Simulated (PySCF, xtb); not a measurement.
CH₃FO₂Si, SMILES O=CO[SiH2]F. Other conformers were not sampled.

Harmonic wavenumbers (cm⁻¹) from GFN2-xTB (xtb 6.7.1) at its own minimum, in rising order: 50, 106, 224, 229, 536, 604, 682, 722, 752, 763, 867, 948, 1206, 1353, 1787, 2393, 2411, 2828.

Task: What does PBE-D3(BJ)/def2-SVP (PySCF 2.14.0) give at its own minimum? (An estimate is asked for; the answer gives what the named calculation found.)

Result: 105, 107, 251, 255, 656, 663, 723, 784, 854, 892, 942, 1001, 1202, 1331, 1750, 2230, 2254, 2970. Paired by order, the mean absolute difference is 71 cm⁻¹ and the zero-point energies are 26.4 and 27.1 kcal/mol.
